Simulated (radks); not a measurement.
The numbers below are computed, except where a source is named.
Problem. These are the eigenvalues of the occupied orbitals of an atom or ion with whole-number occupations (Ry). Level of theory: Dirac Kohn-Sham, LDA (Slater exchange, Perdew-Wang correlation), spin-unpolarised, spherical densities, finite nucleus; Fermi nuclear charge, rms radius of each element as measured or else 0.836 A^(1/3) + 0.57 fm (a radial shooting solver on a logarithmic mesh with Libxc functionals).

| orbital | eigenvalue |
|---|---|
| 1s1/2 | -3302.325 |
| 2s1/2 | -536.7405 |
| 2p1/2 | -508.5395 |
| 2p3/2 | -467.4116 |
| 3s1/2 | -116.9439 |
| 3p1/2 | -104.8168 |
| 3p3/2 | -96.54995 |
| 3d3/2 | -75.38048 |
| 3d5/2 | -73.58659 |
| 4s1/2 | -23.18679 |
| 4p1/2 | -18.57567 |
| 4p3/2 | -16.76573 |
| 4d3/2 | -9.16985 |
| 4d5/2 | -8.84937 |
| 5s1/2 | -3.21865 |
| 5p1/2 | -2.01170 |
| 5p3/2 | -1.78228 |
| 4f5/2 | -0.24536 |

Which element is it, and in what charge state? The configuration may be excited. Open shells, if any, fill j = l - 1/2 first.

Solution. Z = 61, promethium, charge +1: Pm+ in [Xe] 4f6. The list shows which subshells hold electrons but not how many an open one holds; the 1s level, -1651.2 hartree, gives Z - s = 57.5 by -(Z - s)^2/2, which with screening and relativity narrows Z to a few neighbours, and the depths of the outer levels then fix element, charge and occupations together.
